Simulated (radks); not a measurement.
Xe+, 53 electrons, occupied as [Kr] 4d9.5 5s2 5p5.5 (fractional occupations, a model configuration).

Method: non-relativistic Kohn-Sham, PBE, spin-polarised, spherical densities, point nucleus; open shells are filled with parallel spins first (spin-orbit coupling, left out, can overturn this in heavy ions); relativity is left out, which matters for an element this heavy; computed with a radial shooting solver on a logarithmic mesh with Libxc functionals.

Energy parts (eV):
total: -196812.790
kinetic: 196742.872
electron-nucleus: -466293.219
Hartree: 77651.472
exchange-correlation: -4913.915

Orbitals (lengths in bohr, moments of r in powers of bohr; <r^-3> diverges for s and p1/2; r(max) is where P^2 peaks):
| orbital | occ. | eigenvalue (eV) | <r^-3> | <r^4> | r(max) |
|---|---|---|---|---|---|
| 1s up | 1 | -32939.56 | - | 2.836e-06 | 0.01864 |
| 1s down | 1 | -32939.53 | - | 2.836e-06 | 0.01864 |
| 2s up | 1 | -5008.246 | - | 0.0005007 | 0.1029 |
| 2s down | 1 | -5008.037 | - | 0.0005007 | 0.1029 |
| 2p up | 3 | -4713.752 | 5195 | 0.0003251 | 0.08039 |
| 2p down | 3 | -4713.585 | 5195 | 0.0003251 | 0.08039 |
| 3s up | 1 | -1034.462 | - | 0.02070 | 0.2923 |
| 3s down | 1 | -1034.354 | - | 0.02069 | 0.2923 |
| 3p up | 3 | -909.9443 | 982.6 | 0.01971 | 0.2789 |
| 3p down | 3 | -909.8206 | 982.5 | 0.01970 | 0.2789 |
| 3d up | 5 | -678.4895 | 160.6 | 0.01577 | 0.2267 |
| 3d down | 5 | -678.3079 | 160.6 | 0.01576 | 0.2267 |
| 4s up | 1 | -196.6021 | - | 0.5710 | 0.6876 |
| 4s down | 1 | -196.0047 | - | 0.5713 | 0.6876 |
| 4p up | 3 | -152.2605 | 197.6 | 0.7010 | 0.7041 |
| 4p down | 3 | -151.6685 | 197.5 | 0.7016 | 0.7041 |
| 4d up | 5 | -75.9960 | 25.45 | 1.250 | 0.7427 |
| 4d down | 4.5 | -75.4200 | 25.43 | 1.252 | 0.7428 |
| 5s up | 1 | -28.4927 | - | 23.12 | 1.662 |
| 5s down | 1 | -28.0475 | - | 23.39 | 1.663 |
| 5p up | 3 | -17.9053 | 23.61 | 43.96 | 1.863 |
| 5p down | 2.5 | -17.5014 | 23.40 | 45.03 | 1.866 |

The highest occupied level is 5p down at -17.501 eV. Virial ratio -V/T = 2.00036. The density falls to 0.001 e/bohr^3 at r = 4.12 bohr. Summed over all electrons, <r^2> = 52.66 bohr^2, which gives a Langevin (diamagnetic) susceptibility term of -41.7 x 10^-6 cm^3/mol. The spin density at the nucleus is -0.0714 e/bohr^3 (1s -0.0523, 2s -0.1729, 3s -0.0178, 4s 0.0598, 5s 0.1118). Spin moment in Bohr magnetons: 1.
